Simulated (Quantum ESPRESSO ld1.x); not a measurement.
ld1.x (Quantum ESPRESSO 7.5) input

```
 &input
    zed=76.0,
    iswitch=1,
    rel=2,
    dft='SLA-VWN',
    config='[Xe] 4f14 5d4 6s0 6p0',
    rel_dist='average',
    verbosity='high',
    lsmall=.true.,
    prefix='ld1',
    max_out_wfc=37,
    file_charge='ld1.rho',
 /
```

Command: `OMP_NUM_THREADS=1 ld1.x < ld1.in > ld1.out`

It prints (banner and zero overlaps left out):

```
     Program LD1 v.7.5 starts

     --------------------------- All-electron run ----------------------------

     dirac relativistic calculation

     atomic number is 76.00
     dft =SLA-VWN   lsd =0 sic =0 latt =0  beta=0.20 tr2=1.0E-14
     Exchange-correlation= SLA-VWN
                           (   1   2   0   0   0   0   0)
     mesh =2117 r(mesh) =  99.21276 a.u. xmin = -8.00 dx = 0.00800
     1 Ry =  13.60569312 eV, c = 137.03599908

     n l j   nl                  e(Ry)          e(Ha)          e(eV)
     Spin orbit split results
     1 0 0.5 1S 1( 2.00)   -5420.945681155   -2710.472840577 -73755.7233742
     2 0 0.5 2S 1( 2.00)    -946.337611542    -473.168805771 -12875.5791334
     2 1 0.5 2P 1( 2.00)    -906.373178429    -453.186589215 -12331.8353206
     2 1 1.5 2P 1( 4.00)    -793.937232542    -396.968616271 -10802.0663449
     3 0 0.5 3S 1( 2.00)    -222.782776490    -111.391388245  -3031.1140900
     3 1 0.5 3P 1( 2.00)    -204.888273494    -102.444136747  -2787.6469737
     3 1 1.5 3P 1( 4.00)    -180.374175655     -90.187087827  -2454.1156813
     4 0 0.5 4S 1( 2.00)     -49.641120960     -24.820560480   -675.4018581
     4 1 0.5 4P 1( 2.00)     -42.137261664     -21.068630832   -573.3066512
     4 1 1.5 4P 1( 4.00)     -36.360797729     -18.180398865   -494.7138556
     3 2 1.5 3D 1( 4.00)    -150.333621896     -75.166810948  -2045.3931256
     3 2 2.5 3D 1( 6.00)    -145.019632804     -72.509816402  -1973.0926207
     5 0 0.5 5S 1( 2.00)     -10.081009024      -5.040504512   -137.1591151
     5 1 0.5 5P 1( 2.00)      -7.734119991      -3.867059996   -105.2280632
     5 1 1.5 5P 1( 4.00)      -6.795462349      -3.397731174    -92.4569753
     4 2 1.5 4D 1( 4.00)     -24.033516479     -12.016758239   -326.9926499
     4 2 2.5 4D 1( 6.00)     -22.963481613     -11.481740807   -312.4340839
     4 3 2.5 4F 1( 6.00)      -7.337684601      -3.668842300    -99.8342849
     4 3 3.5 4F 1( 8.00)      -7.130658157      -3.565329078    -97.0175466
     5 2 1.5 5D 1( 1.60)      -3.623579098      -1.811789549    -49.3013052
     5 2 2.5 5D 1( 2.40)      -3.519355324      -1.759677662    -47.8832685
     6 0 0.5 6S 1( 0.00)      -3.030071776      -1.515035888    -41.2262267
     6 1 0.5 6P 1( 0.00)      -2.429416700      -1.214708350    -33.0538981
     6 1 1.5 6P 1( 0.00)      -2.261235132      -1.130617566    -30.7656713
     Averaged results
     1 0     1S 1( 2.00)   -5420.945681155   -2710.472840577 -73755.7233742
     2 0     2S 1( 2.00)    -946.337611542    -473.168805771 -12875.5791334
     2 1     2P 1( 6.00)    -831.415881171    -415.707940586 -11311.9893368
     3 0     3S 1( 2.00)    -222.782776490    -111.391388245  -3031.1140900
     3 1     3P 1( 6.00)    -188.545541601     -94.272770801  -2565.2927787
     4 0     4S 1( 2.00)     -49.641120960     -24.820560480   -675.4018581
     4 1     4P 1( 6.00)     -38.286285708     -19.143142854   -520.9114542
     3 2     3D 1(10.00)    -147.145228440     -73.572614220  -2002.0128227
     5 0     5S 1( 2.00)     -10.081009024      -5.040504512   -137.1591151
     5 1     5P 1( 6.00)      -7.108348230      -3.554174115    -96.7140046
     4 2     4D 1(10.00)     -23.391495559     -11.695747780   -318.2575103
     4 3     4F 1(14.00)      -7.219383775      -3.609691888    -98.2247202
     5 2     5D 1( 4.00)      -3.561044834      -1.780522417    -48.4504832
     6 0     6S 1( 0.00)      -3.030071776      -1.515035888    -41.2262267
     6 1     6P 1( 0.00)      -2.317295654      -1.158647827    -31.5284135

     final scf error:  7.4E-15 reached in  23 iterations

     Etot =  -34536.642959 Ry,  -17268.321480 Ha, -469894.965605 eV

     Ekin =   39206.791990 Ry,   19603.395995 Ha,  533435.580155 eV
     Encl =  -86324.577932 Ry,  -43162.288966 Ha,-1174505.716313 eV
     Eh   =   13240.073638 Ry,    6620.036819 Ha,  180140.378844 eV
     Exc  =    -658.930656 Ry,    -329.465328 Ha,   -8965.208291 eV

     normalization and overlap integrals

     s(1S/1S) =  1.000000  <r> =   0.0177  <r2> =    0.0004  r(max) =   0.0110
     LC norm =  0.91744602 + SC norm =  0.08255398 =  1.00000000
     s(2S/2S) =  1.000000  <r> =   0.0743  <r2> =    0.0066  r(max) =   0.0636
     LC norm =  0.98121482 + SC norm =  0.01878518 =  1.00000000
     s(2P/2P) =  1.000000  <r> =   0.0613  <r2> =    0.0047  r(max) =   0.0477
     LC norm =  0.98112959 + SC norm =  0.01887041 =  1.00000000
     s(2P/2P) =  1.000000  <r> =   0.0695  <r2> =    0.0059  r(max) =   0.0542
     LC norm =  0.98306896 + SC norm =  0.01693104 =  1.00000000
     s(3S/3S) =  1.000000  <r> =   0.1935  <r2> =    0.0430  r(max) =   0.1786
     LC norm =  0.99378314 + SC norm =  0.00621686 =  1.00000000
     s(3P/3P) =  1.000000  <r> =   0.1836  <r2> =    0.0393  r(max) =   0.1675
     LC norm =  0.99383363 + SC norm =  0.00616637 =  1.00000000
     s(3P/3P) =  1.000000  <r> =   0.1987  <r2> =    0.0458  r(max) =   0.1815
     LC norm =  0.99439496 + SC norm =  0.00560504 =  1.00000000
     s(4S/4S) =  1.000000  <r> =   0.4319  <r2> =    0.2109  r(max) =   0.4038
     LC norm =  0.99792320 + SC norm =  0.00207680 =  1.00000000
     s(4P/4P) =  1.000000  <r> =   0.4358  <r2> =    0.2164  r(max) =   0.4038
     LC norm =  0.99801398 + SC norm =  0.00198602 =  1.00000000
     s(4P/4P) =  1.000000  <r> =   0.4696  <r2> =    0.2510  r(max) =   0.4340
     LC norm =  0.99823323 + SC norm =  0.00176677 =  1.00000000
     s(3D/3D) =  1.000000  <r> =   0.1735  <r2> =    0.0353  r(max) =   0.1427
     LC norm =  0.99450425 + SC norm =  0.00549575 =  1.00000000
     s(3D/3D) =  1.000000  <r> =   0.1781  <r2> =    0.0371  r(max) =   0.1462
     LC norm =  0.99465809 + SC norm =  0.00534191 =  1.00000000
     s(5S/5S) =  1.000000  <r> =   0.9994  <r2> =    1.1203  r(max) =   0.9133
     LC norm =  0.99950236 + SC norm =  0.00049764 =  1.00000000
     s(5P/5P) =  1.000000  <r> =   1.0843  <r2> =    1.3266  r(max) =   0.9659
     LC norm =  0.99957805 + SC norm =  0.00042195 =  1.00000000
     s(5P/5P) =  1.000000  <r> =   1.1767  <r2> =    1.5615  r(max) =   1.0463
     LC norm =  0.99963684 + SC norm =  0.00036316 =  1.00000000
     s(4D/4D) =  1.000000  <r> =   0.4826  <r2> =    0.2699  r(max) =   0.4305
     LC norm =  0.99842863 + SC norm =  0.00157137 =  1.00000000
     s(4D/4D) =  1.000000  <r> =   0.4940  <r2> =    0.2826  r(max) =   0.4375
     LC norm =  0.99848621 + SC norm =  0.00151379 =  1.00000000
     s(4F/4F) =  1.000000  <r> =   0.5509  <r2> =    0.3735  r(max) =   0.4038
     LC norm =  0.99887425 + SC norm =  0.00112575 =  1.00000000
     s(4F/4F) =  1.000000  <r> =   0.5589  <r2> =    0.3846  r(max) =   0.4071
     LC norm =  0.99889809 + SC norm =  0.00110191 =  1.00000000
     s(5D/5D) =  1.000000  <r> =   1.5159  <r2> =    2.6338  r(max) =   1.2780
     LC norm =  0.99978353 + SC norm =  0.00021647 =  1.00000000
     s(5D/5D) =  1.000000  <r> =   1.5541  <r2> =    2.7664  r(max) =   1.3090
     LC norm =  0.99979375 + SC norm =  0.00020625 =  1.00000000
     s(6S/6S) =  1.000000  <r> =   2.3082  <r2> =    5.9228  r(max) =   2.1324
     LC norm =  0.99988995 + SC norm =  0.00011005 =  1.00000000
     s(6P/6P) =  1.000000  <r> =   2.6032  <r2> =    7.5498  r(max) =   2.4043
     LC norm =  0.99991041 + SC norm =  0.00008959 =  1.00000000
     s(6P/6P) =  1.000000  <r> =   2.7701  <r2> =    8.5466  r(max) =   2.5838
     LC norm =  0.99991814 + SC norm =  0.00008186 =  1.00000000

     LC charge = 71.54037170 + SC charge =  0.45962830 = 72.00000000

     ------------------------ End of All-electron run ------------------------
```

Run on one thread of a shared host, so times are rough (Intel(R) Xeon(R) Processor @ 2.60GHz): 0.7 s of CPU time, 1 s wall, 23 iterations on 2117 mesh points.
